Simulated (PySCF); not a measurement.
Compound: C4H4FNO.
Atom-mapped SMILES: `[N:1]#[C:2][C@@H:3]1[CH2:4][C@H:5]([F:6])[O:7]1`

Structure used (PBE0-D3(BJ)/def2-SVP), in Å, numbered top down from 1:
```
atom  x, y, z in Å
N1     2.6629    1.2733   -0.5166
C2     1.7436    0.5713   -0.5193
C3     0.5659   -0.2973   -0.5351
C4    -0.7924    0.3737   -0.2565
C5    -0.7824   -0.5025    0.9927
F6    -0.6773    0.1981    2.1449
O7     0.4374   -1.0993    0.6391
H8     0.6007   -0.9183   -1.4457
H9    -1.5730    0.1513   -0.9937
H10   -0.7579    1.4479   -0.0383
H11   -1.5854   -1.2468    1.1283
```

Probes without a nucleus sit at each ring's centroid and 1 Å off its mean plane on both sides; NICS is minus the shielding there, NICSzz its component along the normal. Level: GIAO PBE0/pcSseg-1 (PySCF, non-relativistic, gas phase) on the PBE0-D3(BJ)/def2-SVP geometry, one conformer.

Ring bond lengths (Å), with Mayer bond orders in brackets: C3–C4 1.540 (1.02), C4–C5 1.526 (1.01), C5–O7 1.403 (0.99), O7–C3 1.428 (0.94).

Task: What do the NICS probes read (ppm)?

Result: 
```tsv
ring	type	NICS(0)	NICS(1), two faces	NICS(1)zz, two faces	rms pucker (Å)	centre to ring atoms, mean (Å)
C3–C4–C5–O7	4-membered ring with O; formal bonds all single	-1.0	-0.7 / 1.0	0.5 / 6.0	0.01	1.04
```

Task: What can be read from them?

Result: 
- C3–C4–C5–O7: mean NICS(1)zz 3.2 ppm, deshielded. C3, C4, C5 have four or more neighbours, and the NICS criterion for π rings isn't applied. The two faces differ by 5.5 ppm, so no symmetry operation interchanges them.

Task: At the first NICS(1) probe listed for ring C3–C4–C5–O7, 1 Å off the ring, what do the in-plane components average?

Result: The isotropic value is a third of the trace: (3 × -0.7 − (0.5))/2 = -1.3 ppm.

Task: List the ring angles and the Hirshfeld charges of the ring atoms.

Result: 
- C3–C4–C5–O7: C3 90.9° (+0.073 e), C4 83.8° (-0.073 e), C5 92.5° (+0.134 e), O7 92.7° (-0.149 e); sum 359.9° against 360° for a flat convex ring.

Task: What are the shieldings of the ring atoms and their hydrogens in the same run (means over atoms taken as equivalent)?

Result: 
```csv
atoms,environment,σ isotropic (ppm),"principal values of the symmetric part, first atom (ppm)"
C3,sp3 carbon bound to oxygen,123.0,"98.8, 109.0, 161.3"
C4,four-membered-ring carbon,147.1,"127.4, 141.6, 172.3"
C5,sp3 C–F carbon,72.5,"50.5, 76.1, 90.9"
O7,cyclic ether oxygen,218.7,"156.1, 223.6, 276.5"
H8,methine hydrogen,26.56,"22.8, 26.8, 30.0"
H9,methylene hydrogen,28.21,"25.7, 26.6, 32.3"
H10,methylene hydrogen,28.56,"26.2, 27.3, 32.2"
H11,methine hydrogen,25.49,"21.1, 26.1, 29.3"
```

Task: How do the values depend on the level or the medium?

Result: 
```json
{"level": "PBE0/pcSseg-1, gas", "NICS(0), C3–C4–C5–O7": "-1.0", "mean NICS(1)zz, C3–C4–C5–O7": "3.2"}
{"level": "PBE0/pcSseg-2, gas", "NICS(0), C3–C4–C5–O7": "-1.1", "mean NICS(1)zz, C3–C4–C5–O7": "3.6"}
```

The geometry is the same throughout.
